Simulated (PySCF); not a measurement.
## Broadened absorption spectrum of GeHMe2F

Species: GeHMe2F, C2H7FGe.
InChI=1S/C2H7FGe/c1-4(2)3/h4H,1-2H3

The calculation used TDDFT CAM-B3LYP/def2-SVPD, vertical, gas phase, core orbitals frozen in the response (PySCF 2.14.0, density-fitted response routines). Isolated species at its PBE0-D3(BJ)/def2-SVP geometry, gas phase. The CAM-B3LYP/def2-SVPD calculation is non-relativistic and has no spin–orbit coupling, an omission that weighs most on germanium.

Broadening: Gaussians 0.4 eV wide at half height, area fixed by f = 4.319×10⁻⁹ ∫ε dν̃. The cross-section is σ = 3.8235×10⁻²¹ ε cm², given in Mb (10⁻¹⁸ cm²). The width is an assumption, not a result. The curve ends short of the highest state used, and states not computed would add to its high-energy end.

(λ (nm), σ (Mb)): (124.9, 9.13), (126.1, 5.15), (127.2, 6.37), (128.4, 16.77), (129.6, 40.88), (130.8, 77.26), (131.9, 110.84), (133.1, 131.48), (134.3, 127.31), (135.5, 105.13), (136.6, 80.63), (137.8, 57.77), (139.0, 40.71), (140.2, 28.20), (141.3, 19.98), (142.5, 14.41), (143.7, 12.15), (144.9, 12.84), (146.0, 15.74), (147.2, 20.63), (148.4, 25.78), (149.6, 29.06), (150.7, 29.07), (151.9, 25.68), (153.1, 19.98), (154.2, 14.28), (155.4, 8.89), (156.6, 4.99), (157.8, 2.55), (158.9, 1.28), (160.1, 0.56), (161.3, 0.23), (162.5, 0.09), (163.6, 0.03), (164.8, 0.01), (166.0, 0.00)

Question: Locate the maxima and give the states behind the curve.

Answer: 150 nm (8.26 eV), ε about 7700, made up of S3 (89%); 133 nm (9.29 eV), ε about 35000, made up of S7 (31%) and S8 (64%) (ε in L mol⁻¹ cm⁻¹; maxima over ε = 5, shares over 10%). At its high-energy end, 9.93 eV, the curve is still rising (ε about 2400, from S10 and S12). The states used: S1 8.07 eV (f 0.0056); S2 8.19 eV (f 0.0074); S3 8.26 eV (f 0.102); S4 8.61 eV (f 0.022); S5 8.93 eV (f 0.054); S6 9.03 eV (f 0.069); S7 9.25 eV (f 0.163); S8 9.33 eV (f 0.340); S9 9.92 eV (f 0.0000); S10 10.11 eV (f 0.049); S11 10.24 eV (f 0.012); S12 10.26 eV (f 0.029); S13 10.42 eV (f 0.020); S14 10.51 eV (f 0.0072); S15 10.53 eV (f 0.012).

Question: What would ε be at 9.29 eV, the highest of these maxima, with half the width (0.2 eV)?

Answer: About 60500 L mol⁻¹ cm⁻¹ against 34700, a factor of about 1.7; a lone state at its own centre would give exactly 2.

Question: Coming from long wavelengths, where does ε first pass 100 L mol⁻¹ cm⁻¹?

Answer: At about 161 nm (7.72 eV), 0.35 eV below S1.

All these states lie below the vertical ionisation energy of 11.04 eV (ΔSCF).

Time: 1.8 min wall (grids of density and orbitals included); peak memory 0.84 GiB. Hardware: one thread, Intel Xeon at 2.50 GHz (x86_64), shared host with 64 logical CPUs at a one-minute load of 60.
